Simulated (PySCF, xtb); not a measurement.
CrOBr2, SMILES [Cr]([Br])(=[O])[Br] (connectivity only; charge and spin as stated), neutral, multiplicity 3.

Harmonic wavenumbers (cm⁻¹) from GFN2-xTB run with xtb at its own minimum, in rising order: 92, 129, 157, 303, 361, 1024.

Q: What does B3LYP-D3(BJ)/def2-SVP run with PySCF give at its own minimum? (Estimate from the structure and the level; the computed values follow.)

A: 80, 116, 188, 273, 396, 1123. Paired by order, the mean absolute difference is 37 cm⁻¹ and the zero-point energies are 3.0 and 3.1 kcal/mol.
